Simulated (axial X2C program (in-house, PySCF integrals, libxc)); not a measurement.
## Which functional? An output for MoSi

An SCF output computed with an in-house relativistic program for diatomic molecules for MoSi at 2.374 Å, two-component, state Ω = 3, Mo dyall-cv3z [11s12p9d5f3g], Si dyall-v3z [8s7p2d1f] (cores contracted in-house), without its first line:

```
basis functions 200  fitting functions 981  grid points 5082
iter        total energy     max residual
   1      -4334.011075126     3.89e-01
   2      -4334.043794566     1.50e-02
   3      -4334.052015568     7.71e-02
   4      -4334.054811309     4.09e-02
   5      -4334.055774112     2.32e-03
   6      -4334.056004052     7.64e-03
   7      -4334.056069957     4.30e-03
   8      -4334.056104478     5.10e-04
   9      -4334.056117471     1.62e-03
  10      -4334.056124584     1.14e-03
  11      -4334.056127054     1.77e-04
  12      -4334.056128198     3.47e-04
  13      -4334.056128716     3.23e-04
  14      -4334.056128923     8.82e-05
  15      -4334.056129002     5.41e-05
  16      -4334.056129060     1.02e-04
  17      -4334.056129129     8.71e-05
  18      -4334.056129227     4.30e-05
  19      -4334.056129346     5.34e-05
  20      -4334.056129439     8.11e-05
  21      -4334.056129477     4.45e-05
  22      -4334.056129484     8.07e-06
  23      -4334.056129486     4.52e-06
  24      -4334.056129486     6.36e-06
  25      -4334.056129487     3.09e-06
  26      -4334.056129487     8.55e-07
converged
one-electron -6243.72234050  Coulomb 1923.58322174  exact exchange -143.04964818  xc functional 0.00000000  nuclear repulsion 131.06832351  atomic mean-field constant -1.93568607
```

**Question.** Which level of theory produced it?
A. HF
B. BLYP
C. PBE0

**Answer.** A. The exact-exchange term against the functional term shows a share of 1 of exact exchange.
